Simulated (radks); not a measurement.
Spherical jellium clusters: N electrons in a uniform positive sphere of charge N and radius rs N^(1/3), rs = 4.08 bohr. Calculated with a radial shooting solver with Libxc functionals: non-relativistic Kohn-Sham, PBE, spin-polarised, spherical densities. Levels are named by radial order and angular momentum (1s, 1p, 1d, 2s, ...), and open shells are averaged over m. Each electron was tried in the lowest free levels, single moves between levels near the top were tried too, and the lowest total energy was kept; such a search can miss a lower state. The series stops at N = 11: beyond it a trial failed or the search could not be trusted, so later rows were left out. Energies include the self-energy of the background; IP and EA are vertical (highest electron removed, lowest free level filled), at fixed background; spill-out counts the electrons outside the background radius R, and alpha is the static dipole polarisability from linear response (closed shells only). A dash means not computed or, for alpha, an open shell; in EA it means that no bound solution was reached, which is typical of self-interaction and does not show that the anion is unstable. Real open-shell clusters deform, which this model forbids.

\begin{tabular}{lrrrrrr}
N & open shells & 2S & E(N+1) + E(N-1) - 2E(N) (eV) & IP (eV) & -e(HOMO) (eV) & spill-out (e) \\ \hline
1 & 1s(up 1, down 0) & 1 & - & - & 3.045 & 0.36 \\
2 & none & 0 & 0.952 & 5.119 & 3.148 & 0.52 \\
3 & 1p(up 1, down 0) & 1 & -0.660 & 3.801 & 2.167 & 0.81 \\
4 & 1p(up 2, down 0) & 2 & -0.429 & 4.351 & 2.672 & 0.98 \\
5 & 1p(up 3, down 0) & 3 & 0.478 & 4.633 & 2.986 & 1.09 \\
6 & 1p(up 3, down 1) & 2 & -0.446 & 4.026 & 2.612 & 1.23 \\
7 & 1p(up 3, down 2) & 1 & -0.285 & 4.395 & 2.944 & 1.34 \\
8 & none & 0 & 1.140 & 4.603 & 3.164 & 1.43 \\
9 & 1d(up 1, down 0) & 1 & -0.281 & 3.393 & 2.101 & 1.60 \\
10 & 1d(up 2, down 0) & 2 & -0.229 & 3.652 & 2.364 & 1.74 \\
11 & 1d(up 3, down 0) & 3 & - & 3.847 & 2.571 & 1.85 \\
\end{tabular}

All shells are closed at N = 2, 8 (there: 1s2 1p6); the second difference of the energy has clear peaks (12 % above both neighbours; the first and last values, which can be the largest, are not judged, and half-filled shells can peak too) at N = 5, 8.
